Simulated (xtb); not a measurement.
BBr₃, SMILES BrB(Br)Br. All values are semi-empirical tight-binding results from xtb (GFN2-xTB unless named), good for trends rather than for accurate numbers. Geometry optimised at GFN2-xTB. The isomer is the one that the SMILES or the coordinates give; other isomers of the formula were not compared.

Computed properties:
```json
{
  "point_group_as_xtb_finds_it": "D3h",
  "orbital_gap": "3.85 eV",
  "zero_point_energy": "3.4 kcal/mol",
  "G − E(el) at 298.15 K (modified RRHO)": "-16.1 kcal/mol",
  "static polarisability (D4 model)": "73.4 bohr³",
  "solvation energy, GFN2-xTB/ALPB(water)": "-1.2 kcal/mol",
  "solvation energy, GFN2-xTB/ALPB(hexane)": "-5.2 kcal/mol"
}
```
